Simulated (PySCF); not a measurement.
H₂Al (SMILES [AlH2+]), charge +1, singlet, at a GFN2-xTB geometry (such geometries of metal compounds can be far from the true shape). Base run: BLYP/def2-TZVP, TDDFT (PySCF).

The PySCF input:
```python
from pyscf import gto, scf, dft, tdscf

mol = gto.Mole()
mol.atom = '''
    Al    0.000000    0.000000    0.000000
    H    -0.000000   -0.000000   -1.524596
    H     0.000000    0.000000    1.524596
'''
mol.basis = 'def2-tzvp'
mol.charge = 1
mol.spin = 0
mol.verbose = 4
mol.build()

mf = dft.RKS(mol)
mf.xc = 'blyp'
mf.kernel()
td = mf.TDDFT()
td.nstates = 5
td.kernel()
td.analyze()
```

The base run was repeated with changes; each row names its change, and settings that it needs were set with it.

```tsv
change	first excitation (eV)	oscillator strength of the first	second (eV)	core-seconds (rough)
base	6.11	0.000	6.11	5
functional = pbe0	6.45	0.000	6.45	10
response = Tamm-Dancoff	6.13	0.000	6.13	4
functional = m062x	6.21	0.000	6.21	20
functional = lc_wpbe	6.68	0.000	6.68	10
nstates = 15	6.11	0.000	6.11	7
conv_tol = 1e-3	6.11	0.000	6.11	2
nstates = 2	6.11	0.000	6.11	2
guess vectors = 13 for 5 states	6.11	0.000	6.11	4
nstates = 10	6.11	0.000	6.11	6
functional = b3lyp	6.36	0.000	6.36	9
```

An iterative solver can miss low states, so a row lists the states that it found.
